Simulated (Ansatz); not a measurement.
Input and output for CH₃BN₂O, SMILES `N=C1OB1N`.

```yaml
crystal:
  periodic: [false, false, false]
  atoms:
    - {symbol: N, position_ang: [0.591365, 1.047535, 2.023757]}
    - {symbol: C, position_ang: [0.304690, 0.366702, 1.023764]}
    - {symbol: O, position_ang: [0.264893, -1.046097, 0.919191]}
    - {symbol: B, position_ang: [-0.053465, -0.353078, -0.228715]}
    - {symbol: N, position_ang: [-0.421009, -0.628938, -1.525829]}
    - {symbol: H, position_ang: [0.536557, 2.038231, 1.803323]}
    - {symbol: H, position_ang: [-0.524320, -1.569581, -1.868032]}
    - {symbol: H, position_ang: [-0.606612, 0.088028, -2.203259]}
basis:
  gaussian: {orbitals: def2-TZVPD}
hamiltonian: {xc: {name: LC-wPBE}}
accuracy: high
output: {forces: true}
```

```sh
$ ansatz run in.yaml --threads 2 --pin off --events-out ev --progress --plain --max-ram 4352MiB
```

Shortened log:

```
Functional definition: LC-wPBE
3457 factors; integrals over basis functions are off by at most 3.7e-9 eV
774 factors; integrals over basis functions are off by at most 2.6e-9 eV
mean field evaluation 1: about -6780.7667 eV, gradient 6.4e1 eV
mean field evaluation 2: about -6781.6882 eV, gradient 6.2e1 eV
mean field evaluation 4: about -6787.8641 eV, gradient 3.1e0 eV
mean field evaluation 8: about -6787.8845 eV, gradient 1.7e-1 eV
mean field evaluation 16: about -6787.8846 eV, gradient 3.9e-5 eV
mean field -6787.88461514 eV, -249.4501586130 hartree, gradient 8.7e-8 eV, S^2 0.000000; 0 other end points of the search recorded, 0 dependent functions left out
reference -6787.88461514 eV, -249.4501586130 hartree; 18, 18 occupied and 197, 197 virtual orbitals, 3457 factors
Total energy: -6787.88461514 eV, -249.4501586130 hartree
Atom 0 at     0.591365     1.047535     2.023757 Å, force    -0.083971    -0.068152    -0.297205 eV/Å
Atom 1 at     0.304690     0.366702     1.023764 Å, force     0.064893    -0.121801     0.233795 eV/Å
Atom 2 at     0.264893    -1.046097     0.919191 Å, force    -0.021195     0.284758    -0.082315 eV/Å
Atom 3 at    -0.053465    -0.353078    -0.228715 Å, force     0.039668    -0.085595     0.143139 eV/Å
Atom 4 at    -0.421009    -0.628938    -1.525829 Å, force    -0.013042     0.011093    -0.046949 eV/Å
Atom 5 at     0.536557     2.038231     1.803323 Å, force     0.008288    -0.046460     0.031113 eV/Å
Atom 6 at    -0.524320    -1.569581    -1.868032 Å, force     0.007316     0.003808     0.025876 eV/Å
Atom 7 at    -0.606612     0.088028    -2.203259 Å, force    -0.001957     0.022348    -0.007453 eV/Å
Dipole moment:    -0.280765     0.130932    -0.999994 e Å
```

Hardware: 2 threads of an Arm Neoverse V1 on a shared host. Wall time 22 s, peak host memory 1.3 GiB.
